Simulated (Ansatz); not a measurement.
`F[SiH]([SiH3])O[SiH3]` + H₂Se → `F[SiH]([SeH])O[SiH3]` + SiH₄  (cleavage of the Si–Si bond)

Program: Ansatz. Geometries: PBE0-D4/def2-TZVP. ΔE: electronic, gas phase. CCSD(T)/CBS adds triple-zeta CCSD(T) − MP2 to the extrapolated MP2 energy (def2 sets, frozen cores). This one scheme is used for every species. Functionals use def2-TZVPP. HSE06 is defined as in plane-wave codes. For Se outer-core shells are correlated without core-valence functions, which leaves a few kJ/mol of doubt a bond. Scalar relativity is left out up to krypton. One conformer a species, not always the lowest.

| level | ΔE (kJ/mol) | difference from CCSD(T)/CBS |
| --- | --- | --- |
| LDA (SPW92) | -67.7 | 12.2 |
| PBE-D4 | -66.7 | 13.2 |
| r2SCAN-D4 | -76.1 | 3.8 |
| r2SCANh-D4 | -77.1 | 2.8 |
| HSE06-D4 | -71.1 | 8.8 |
| ωB97M-V | -80.7 | -0.8 |
| PBE | -65.6 | 14.3 |
| r2SCAN | -76.2 | 3.7 |
| PBE0 | -70.2 | 9.7 |
| r2SCANh | -77.1 | 2.8 |
| r2SCAN0 | -78.4 | 1.5 |
| CAM-B3LYP | -73.5 | 6.4 |
| MP2/def2-TZVPP | -87.7 | -7.8 |
| SCS-MP2/def2-TZVPP | -84.4 | -4.5 |
| MP2/def2-QZVPP | -89.3 | -9.4 |
| SCS-MP2/def2-QZVPP | -85.7 | -5.8 |
| CCSD(T)/CBS | -79.9 | 0 |

Largest T1 diagnostic among the species: 0.013.

From PBE to PBE0 (25 % exact exchange), in def2-TZVPP and without D4, ΔE moves by −4.6 kJ/mol. Leaving LDA and LC-ωPBE aside and taking each functional with its dispersion term where it has one, the values spread over 14.0 kJ/mol, from ωB97M-V to PBE-D4. At CCSD(T), def2-SVP lies +6.9 kJ/mol from the extrapolated value and def2-TZVPP +2.9 kJ/mol.
